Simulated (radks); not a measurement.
Problem. These are the eigenvalues of the occupied orbitals of an atom or ion with whole-number occupations (Ry). Calculated with a radial shooting solver on a logarithmic mesh with Libxc functionals: scalar-relativistic Kohn-Sham, PBE, spin-unpolarised, spherical densities, point nucleus.

orbital  eigenvalue
1s        -154.1988
2s        -13.78318
2p        -10.14452
3p         -1.12961

Which element is it, and in what charge state? The configuration may be excited.

Solution. Z = 15, phosphorus, charge +1: P+ in [Ne] 3p4. The list shows which subshells hold electrons but not how many an open one holds; the 1s level, -77.099 hartree, gives Z - s = 12.4 by -(Z - s)^2/2, which with screening and relativity narrows Z to a few neighbours, and the depths of the outer levels then fix element, charge and occupations together.
